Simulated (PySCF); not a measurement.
Vertical excitations of a molecule C5H8Si from TDA-CAM-B3LYP/def2-SVPD run with PySCF, as energy in eV (oscillator strength): 6.19 (0.001), 6.58 (0.011), 6.74 (0.002), 7.31 (0.026), 7.68 (0.053), 7.88 (0.003), 7.90 (0.028), 8.06 (0.031), 8.14 (0.037), 8.22 (0.025). Lowest triplet (TDA): 5.23 eV. The structure is a stationary point at ωB97X-D3(BJ)/def2-SVP. Other conformers were not sampled.

**Question.** Which structure fits?
A) C=C([SiH3])C#CC
B) C#C[C@@H]1C[C@@H]1[SiH3]
C) C#C[SiH2]/C=C/C
D) C1=CC[SiH2]C=C1

**Answer.** B, C#C[C@@H]1C[C@@H]1[SiH3]
